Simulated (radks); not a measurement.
Initial-state core-level shifts of the thulium ion Tm+ when its valence configuration changes from [Xe] 4f13 6s1. All-electron calculation, scalar-relativistic Kohn-Sham, PBE, spin-polarised, spherical densities, point nucleus; open shells are filled with parallel spins first (spin-orbit coupling, left out, can overturn this in heavy ions). Program: a radial shooting solver on a logarithmic mesh with Libxc functionals. Shifts are changes of the shell-averaged eigenvalues in eV (positive: less bound).

valence                1s       3p       3d       4p
4f14               +6.087   +6.879   +6.838   +6.771
4f12 6s1 6p1      -10.170  -11.393  -11.333  -11.036
4f13 6p1           -1.456   -1.418   -1.420   -1.434
4f13 5d1           +1.385   +1.408   +1.417   +1.440
4f13 6s0.5 6p0.5   -0.733   -0.715   -0.716   -0.722
4f12 6s2           -8.885  -10.122  -10.060   -9.757
4f13.5 6s0.5       +3.514   +3.976   +3.952   +3.896
4f12 5d1 6s1       -6.633   -7.840   -7.766   -7.448
4f13.5 6p0.5       +2.797   +3.284   +3.259   +3.194
